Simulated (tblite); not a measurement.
Species: C5H10GeO2Si.
Numbering: `[CH2:1]=[C:2]1[O:3][SiH2:4][GeH2:5][CH:6]=[CH:7][C@H:8]1[OH:9]` (hydrogens: H10, H11 on C1; H12, H13 on Si4; H14, H15 on Ge5; H16 on C6; H17 on C7; H18 on C8; H19 on O9)

Computed with GFN2-xTB (tblite), gas phase: L-BFGS steps from a force-field or distance-geometry start until the largest atomic force falls under 0.01 eV/Å.

The end geometry, which sets the zero of energy:
```
atom  x, y, z in Å
C1      2.0748   -1.7620   -0.5770
C2      1.0492   -1.0872   -0.0728
O3     -0.1306   -1.6827    0.1362
Si4    -1.5104   -1.2209    0.8710
Ge5    -2.0463    0.9317    0.1410
C6     -0.6411    1.4990   -1.1138
C7      0.6315    1.1596   -0.9733
C8      1.1454    0.3999    0.2297
O9      0.3963    0.6705    1.3953
H10     1.9794   -2.8028   -0.8253
H11     3.0222   -1.2911   -0.7574
H12    -1.3661   -1.3026    2.3232
H13    -2.3674   -2.2735    0.3351
H14    -2.1915    2.0322    1.1730
H15    -3.3236    1.1152   -0.6665
H16    -0.9262    2.0357   -2.0097
H17     1.3860    1.3867   -1.7171
H18     2.2036    0.6457    0.3942
H19     0.6050    1.5560    1.7068
```

Question: These geometries come from the run, each turned onto the end geometry. Order them by energy, lowest first.
A.
```
atom  x, y, z in Å
C1      2.0390   -1.7395   -0.6353
C2      1.0414   -1.0886   -0.0502
O3     -0.1064   -1.7097    0.2409
Si4    -1.5151   -1.2284    0.9056
Ge5    -2.0278    0.9062    0.1085
C6     -0.6073    1.5044   -1.1202
C7      0.6624    1.1608   -0.9629
C8      1.1484    0.3978    0.2515
O9      0.3916    0.6926    1.4053
H10     1.9362   -2.7728   -0.9035
H11     2.9656   -1.2560   -0.8748
H12    -1.4454   -1.2673    2.3645
H13    -2.3458   -2.3158    0.3985
H14    -2.2289    1.9971    1.1366
H15    -3.2917    1.0657   -0.7226
H16    -0.8773    2.0676   -2.0050
H17     1.4338    1.3900   -1.6887
H18     2.2065    0.6277    0.4331
H19     0.6109    1.5777    1.7113
```
B.
```
atom  x, y, z in Å
C1      1.8307   -1.8023   -0.7141
C2      0.9503   -1.0621   -0.0415
O3     -0.1569   -1.6081    0.4771
Si4    -1.5990   -1.1418    1.0555
Ge5    -2.2170    0.6905   -0.2419
C6     -0.6695    1.6147   -0.9498
C7      0.6118    1.4077   -0.6966
C8      1.2868    0.4091    0.2266
O9      1.0420    0.7144    1.5959
H10     1.6957   -2.8412   -0.9479
H11     2.7466   -1.3798   -1.0794
H12    -1.5068   -0.8589    2.5014
H13    -2.4289   -2.3235    0.7358
H14    -3.1140    1.7121    0.3975
H15    -3.0645    0.3637   -1.4557
H16    -0.9179    2.3991   -1.6515
H17     1.3532    2.0265   -1.1780
H18     2.3623    0.4760    0.0102
H19     1.7853    1.2133    1.9489
```
C.
```
atom  x, y, z in Å
C1      1.8421   -1.8237   -0.8162
C2      1.0083   -1.0707   -0.1037
O3     -0.1115   -1.6520    0.3561
Si4    -1.4607   -1.1227    1.0938
Ge5    -2.1157    0.7476   -0.1325
C6     -0.5984    1.6745   -0.9466
C7      0.6856    1.3794   -0.8071
C8      1.2201    0.4097    0.2352
O9      0.5839    0.6207    1.4884
H10     1.6001   -2.8668   -0.9335
H11     2.7617   -1.5089   -1.2723
H12    -1.3265   -0.8255    2.5200
H13    -2.2399   -2.3457    0.8931
H14    -2.9268    1.8740    0.4587
H15    -2.9169    0.3669   -1.3762
H16    -0.8545    2.4573   -1.6493
H17     1.4526    1.8947   -1.3773
H18     2.3023    0.5670    0.3294
H19     1.0844    1.2336    2.0325
```
D.
```
atom  x, y, z in Å
C1      1.9100   -1.7114   -0.8129
C2      1.0268   -1.0967   -0.0361
O3     -0.0554   -1.7399    0.4143
Si4    -1.4697   -1.2096    1.0250
Ge5    -2.0191    0.8184   -0.0063
C6     -0.5300    1.4917   -1.0997
C7      0.7411    1.2090   -0.8584
C8      1.1784    0.3755    0.3268
O9      0.4045    0.6383    1.4757
H10     1.7635   -2.7382   -1.0906
H11     2.7762   -1.2040   -1.1927
H12    -1.3827   -1.0866    2.4759
H13    -2.3207   -2.3320    0.6342
H14    -2.3755    1.9625    0.9229
H15    -3.1923    0.8668   -0.9793
H16    -0.7571    2.0920   -1.9721
H17     1.5433    1.5468   -1.5031
H18     2.2405    0.5662    0.5385
H19     0.5083    1.5607    1.7305
```
E.
```
atom  x, y, z in Å
C1      1.8469   -1.7754   -0.8483
C2      0.9788   -1.1119   -0.0989
O3     -0.1043   -1.7159    0.3919
Si4    -1.4136   -1.0895    1.1346
Ge5    -2.0541    0.7814   -0.0999
C6     -0.5392    1.6515   -1.0038
C7      0.7278    1.3016   -0.8331
C8      1.1821    0.3514    0.2571
O9      0.4569    0.5964    1.4444
H10     1.6762   -2.8066   -1.0825
H11     2.7426   -1.3247   -1.2233
H12    -1.2308   -0.8859    2.5694
H13    -2.3135   -2.2155    0.8911
H14    -2.8958    1.8537    0.5656
H15    -2.9442    0.4413   -1.2762
H16    -0.7632    2.3974   -1.7599
H17     1.5187    1.7654   -1.4123
H18     2.2556    0.4942    0.4226
H19     0.8633    1.3005    1.9538
```

Answer: A (0.008 eV), D (0.034 eV), E (0.147 eV), C (0.259 eV), B (0.535 eV).

In the order of the answer:

| step | E above end (eV) | largest force (eV/Å) | rms force component (eV/Å) | rms distance from end (Å) | rms bond change (Å) | bond most changed (Å) |
| --- | --- | --- | --- | --- | --- | --- |
| 97 | 0.008 | 0.08 | 0.026 | 0.068 | 0.001 | Ge5–C6 +0.004 |
| 78 | 0.034 | 0.08 | 0.024 | 0.260 | 0.002 | Si4–Ge5 +0.005 |
| 38 | 0.147 | 0.18 | 0.062 | 0.463 | 0.003 | Ge5–H15 -0.008 |
| 26 | 0.259 | 0.32 | 0.094 | 0.520 | 0.006 | C2–C8 +0.013 |
| 10 | 0.535 | 0.52 | 0.141 | 0.624 | 0.011 | Ge5–C6 -0.031 |

What follows is the cost of the whole relaxation. Hardware: Intel Xeon 6975P-C, one thread, shared host with 192 logical CPUs at a one-minute load of 47. Cost: 1.0 s.
